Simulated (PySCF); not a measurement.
The complex [Ni(NH3)6]2+ (charge +2) contains Ni(II), shell d8. The structure is a model geometry with rigid ligands and bond lengths from ionic radii, not a minimum; coordination octahedral, point group S6, metal–donor distances 2.12 Å.

```
25

Ni    0.000    0.000    0.000
N     0.000    0.000    2.120
H     0.942    0.000    2.510
H    -0.471    0.816    2.510
H    -0.471   -0.816    2.510
N     0.000    0.000   -2.120
H    -0.942    0.000   -2.510
H     0.471    0.816   -2.510
H     0.471   -0.816   -2.510
N     2.120    0.000    0.000
H     2.510    0.942    0.000
H     2.510   -0.471    0.816
H     2.510   -0.471   -0.816
N    -2.120    0.000    0.000
H    -2.510   -0.942    0.000
H    -2.510    0.471    0.816
H    -2.510    0.471   -0.816
N     0.000    2.120    0.000
H     0.000    2.510    0.942
H     0.816    2.510   -0.471
H    -0.816    2.510   -0.471
N     0.000   -2.120    0.000
H     0.000   -2.510   -0.942
H     0.816   -2.510    0.471
H    -0.816   -2.510    0.471
```

Method (PySCF 2.14, density fitting): CASSCF(8,5) with orbitals averaged over all microstates of the shell, strongly contracted NEVPT2 on the averaged canonical orbitals; basis x2c-TZVPall on the metal, x2c-SVPall elsewhere; spin-free X2C; gas phase; spin-orbit coupling by state interaction with the mean-field operator over all roots.

Q: What is the ground state?

A: 3Ag (from 3A2g) (S = 1, orbital degeneracy 1), with 6.0 electrons in the lower (t2g-type) set and 2.0 in the upper (eg-type) set, by NEVPT2.

Q: Where do the spin-allowed transitions within the shell lie?

A: By NEVPT2: 3Ag (from 3T2g) at 12517 cm⁻¹ (799 nm); 3Eg (from 3T2g) at 12567 cm⁻¹ (796 nm); 3Ag (from 3T1g) at 20625 cm⁻¹ (485 nm); 3Eg (from 3T1g) at 20644 cm⁻¹ (484 nm); 3Ag (from 3T1g) at 32654 cm⁻¹ (306 nm); 3Eg (from 3T1g) at 32778 cm⁻¹ (305 nm). All are electric-dipole forbidden at this geometry.

Q: Which is the lowest state of another spin?

A: 1Eg at 16495 cm⁻¹ by NEVPT2; CASSCF alone puts it at 18496 cm⁻¹ above the same ground state.

Q: Give the fitted ligand-field and repulsion parameters.

A: At CASSCF level (the NEVPT2 levels don't fit a ligand-field model well): orbital energies 0, 64, 64, 9195, 9195 cm⁻¹; 10Dq = 9152 cm⁻¹ (difference of the means of the two sets); B = 1257 cm⁻¹; C = 4651 cm⁻¹; B over its free-ion value at the same level 0.953; rms of the fit 49 cm⁻¹; ζ = 646 cm⁻¹ (free ion 660).

Q: What magnetic behaviour follows?

A: The ground multiplet follows a spin Hamiltonian with S = 1, g = 2.183, 2.183, 2.185, D = -0.20 cm⁻¹, E/|D| = 0.00 (spin-orbit part alone); the lowest levels hold 99 % of the spin-free ground state. μeff is 3.14 μB at 300 K and 3.09 μB at 10 K; the spin-only value is 2.83 μB.

NEVPT2 lifts 3Ag (from 3T2g) from 9126 to 12517 cm⁻¹; on the d shell alone it tends to overshoot states that fill the eg-type orbitals.

The job took 26 s on one thread of Arm Neoverse V2 (shared host), with 222 basis functions and a peak of 0.59 GiB, launched as `OMP_NUM_THREADS=1 python lf_run.py task.json out`.
